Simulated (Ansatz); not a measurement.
Geometry optimisation, Ansatz 0.2.0, DFT PBE-D3(BJ), scalar-relativistic, plane waves, PAW.

Input file:

```yaml
crystal:
  lattice:
    - [-2.29, -3.966396, 0.0]
    - [3.435, -1.983198, 0.0]
    - [0.0, 0.0, 7.17686]
  atoms:
    - { symbol: Be, position: [0.75000007, 0.50000004, 0.0] }
    - { symbol: Be, position: [0.50000004, 0.33333336, 0.25] }
    - { symbol: Be, position: [0.75000007, 0.50000004, 0.5] }
    - { symbol: Be, position: [0.50000004, 0.33333336, 0.75] }
    - { symbol: Be, position: [0.50000003, 2.0e-08, 0.0] }
    - { symbol: Be, position: [0.25000004, 0.83333336, 0.25] }
    - { symbol: Be, position: [0.50000003, 2.0e-08, 0.5] }
    - { symbol: Be, position: [0.25000004, 0.83333336, 0.75] }
    - { symbol: Be, position: [0.25000003, 0.50000002, 0.0] }
    - { symbol: Be, position: [1.0e-08, 0.33333334, 0.25] }
    - { symbol: Be, position: [0.25000003, 0.50000002, 0.5] }
    - { symbol: Be, position: [1.0e-08, 0.33333334, 0.75] }
    - { symbol: Be, position: [0.0, 0.0, 0.0] }
    - { symbol: Be, position: [0.75000008, 0.83333338, 0.25] }
    - { symbol: Be, position: [0.0, 0.0, 0.5] }
    - { symbol: Be, position: [0.75000008, 0.83333338, 0.75] }
    - { symbol: B, position: [0.25174002, 0.15717363, 0.86944046] }
basis:
  ecutwfc: 420.0
kpoints:
  mp_grid: { grid: [4, 4, 3] }
hamiltonian:
  xc: pbe
  dispersion: d3bj
scf:
  occupations: { method: gaussian, width: 0.15 }
  lower_state_search: "off"
relax:
  f_tol: 0.03
  max_steps: 60
  adjacent_minimum: "off"
```

Command:

```bash
$ ansatz run input.yaml --threads 1 --pin off --max-ram 3072MiB --backend cpu --events-out ev --progress --plain --runs-dir out
```

Task: Where does it end, and by what steps?

Result: It converged. Limits of this set-up: coarse k mesh, odd electron count without spin. After 17 steps the energy has fallen by 2.520 eV; B17 moved furthest, 0.91 Å. Joined: Be7–B17, Be16–B17.

```csv
step,energy less start (eV),largest force component (eV/Å),accepted
0,0.0000,2.861,yes
1,-1.0147,1.558,yes
2,-1.5400,0.250,yes
3,-1.5552,0.379,yes
4,-1.5908,0.385,yes
5,-1.5951,0.505,yes
6,-1.7747,0.494,yes
7,-1.9729,0.486,yes
8,-2.0793,0.514,yes
9,-2.2270,0.274,yes
10,-2.3121,0.284,yes
11,-2.2841,1.178,no
12,-2.3714,0.266,yes
13,-2.4232,0.520,yes
14,-2.5076,0.216,yes
15,-2.5177,0.083,yes
16,-2.5192,0.040,yes
17,-2.5196,0.013,yes
```

```xyz
17
Lattice="-2.2900 -3.9664 0.0000 3.4350 -1.9832 0.0000 0.0000 0.0000 7.1769" Properties=species:S:1:pos:R:3
Be 0.030 -4.171 -0.050
Be 0.107 -2.758 1.842
Be 0.064 -3.999 3.646
Be 0.303 -2.761 5.348
Be -1.033 -2.329 0.245
Be 2.366 -2.741 1.891
Be -1.007 -1.733 3.954
Be 2.290 -1.790 5.181
Be 1.215 -2.192 -0.058
Be 1.168 -0.679 1.736
Be 1.132 -1.900 3.478
Be 0.711 -0.665 5.276
Be -0.045 -0.139 -0.012
Be 1.159 -4.671 1.833
Be 0.114 0.154 3.508
Be 1.452 -4.612 5.525
B -0.900 -1.345 5.958
```

Time of the run: 99 s on 1 thread of Intel(R) Xeon(R) Platinum 8488C (Sapphire Rapids), with other jobs on the host, peak memory 0.43 GiB.
